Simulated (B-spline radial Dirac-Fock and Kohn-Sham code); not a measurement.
**Photoionisation of tungsten ions at Al Kα (taken as 1486.9 eV)**

These are calculated numbers from an atomic code on a B-spline grid; the model is a relativistic central-field model (Hartree-Slater potential of the initial state, Latter tail, multipole expansion of the photon field, Dirac-Fock thresholds). Cross sections in kb; a dash marks an empty subshell or a threshold above the photon energy.

```csv
ion,configuration,total,4p1/2,4d3/2,4f5/2,5p1/2,5d5/2
W,[Xe] 4f14 5d4 6s2,514.1,29.3,92.5,58.2,5.00,3.44
W²⁺,[Xe] 4f14 5d4,514.4,29.4,92.5,58.2,5.00,3.95
W³⁺,[Xe] 4f14 5d3,514.0,29.3,92.5,58.3,5.08,3.34
W⁴⁺,[Xe] 4f14 5d2,513.2,29.3,92.5,58.4,5.18,2.54
W⁷⁺,[Xe] 4f13,512.4,29.6,93.5,57.0,5.83,–
```
